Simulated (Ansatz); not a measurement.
Start from `N=[C](O)[GeH3]` and change one atom or group to get `N=[C](F)[GeH3]`.

Ansatz, PBE0-D4/def2-TZVP geometries, multiplicity 1. Each molecule was computed in one conformer, which needn't be the lowest.

Scalar relativity is left out up to krypton.

```tsv
property	`N=[C](O)[GeH3]`
HOMO energy (PBE0/def2-TZVPP) / eV	-7.76
HOMO–LUMO gap (PBE/def2-TZVPP) / eV	5.19
size of the dipole moment (ωB97M-V/def2-TZVPP) / D	1.10
HOMO–LUMO gap (PBE0/def2-TZVPP) / eV	7.61
LUMO energy (PBE0/def2-TZVPP) / eV	-0.15
HOMO energy (PBE/def2-TZVPP) / eV	-6.36
```

What does the change do to each property? (Best estimate.)

Ansatz gave: 
| property | `N=[C](F)[GeH3]` | shift |
| --- | --- | --- |
| HOMO energy (PBE0/def2-TZVPP) / eV | -8.18 | -0.42 |
| HOMO–LUMO gap (PBE/def2-TZVPP) / eV | 5.08 | -0.11 |
| size of the dipole moment (ωB97M-V/def2-TZVPP) / D | 3.08 | 1.98 |
| HOMO–LUMO gap (PBE0/def2-TZVPP) / eV | 7.57 | -0.04 |
| LUMO energy (PBE0/def2-TZVPP) / eV | -0.61 | -0.46 |
| HOMO energy (PBE/def2-TZVPP) / eV | -6.74 | -0.38 |

Dipoles are sizes alone; their direction can turn.
